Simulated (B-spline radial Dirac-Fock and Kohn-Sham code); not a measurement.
**Dipole and non-dipole photoemission parameters of Er 4f7/2**

System: the free erbium atom, [Xe] 4f12 6s2; threshold 8.96 eV (orbital energy of the model). Calculated with a radial B-spline solver, using Dirac-Hartree-Slater photoionisation with a Latter tail; cross sections with all multipoles, angular parameters from the dipole term and its interference with E2.

| hν (eV) | σ (kb) | β | γ | δ |
| --- | --- | --- | --- | --- |
| 52.3 | 3040 | 0.615 | 0.007 | 0.009 |
| 67.1 | 3690 | 0.466 | 0.006 | 0.011 |
| 67.5 | 3710 | 0.463 | 0.006 | 0.011 |
| 80 | 4050 | 0.399 | 0.006 | 0.013 |
| 94.1 | 4200 | 0.362 | 0.006 | 0.014 |
| 94.4 | 4210 | 0.361 | 0.006 | 0.014 |
| 100 | 4220 | 0.353 | 0.006 | 0.015 |
| 125 | 4120 | 0.349 | 0.007 | 0.017 |
| 143 | 3950 | 0.364 | 0.007 | 0.018 |
| 191 | 3290 | 0.434 | 0.010 | 0.022 |
| 200 | 3160 | 0.449 | 0.011 | 0.022 |
| 213 | 2980 | 0.471 | 0.011 | 0.023 |
| 218 | 2910 | 0.480 | 0.012 | 0.024 |
| 221 | 2870 | 0.485 | 0.012 | 0.024 |
| 399 | 1150 | 0.745 | 0.031 | 0.035 |
| 400 | 1150 | 0.746 | 0.031 | 0.035 |
| 800 | 205 | 1.001 | 0.133 | 0.060 |
| 1010 | 102 | 1.045 | 0.206 | 0.073 |
| 1080 | 82.7 | 1.052 | 0.232 | 0.077 |
| 1130 | 71.6 | 1.056 | 0.250 | 0.080 |
| 1253.6 | ? | ? | ? | ? |
| 2150 | 7.93 | 1.013 | 0.588 | 0.136 |
| 4150 | 0.642 | 0.840 | 0.989 | 0.242 |
| 4870 | 0.336 | 0.791 | 1.085 | 0.279 |
| 6000 | 0.141 | 0.728 | 1.209 | 0.335 |
| 7270 | 0.0624 | 0.671 | 1.316 | 0.396 |
| 7290 | 0.0617 | 0.670 | 1.317 | 0.397 |
| 8610 | 0.0299 | 0.622 | 1.402 | 0.457 |
| 9251.7 | 0.0218 | 0.601 | 1.437 | 0.485 |
| 10100 | 0.0148 | 0.576 | 1.477 | 0.521 |

**Question.** Give the values at Mg Kα (1253.6 eV).

**Answer.** σ = 51.2 kb, β = 1.062, γ = 0.296, δ = 0.087.
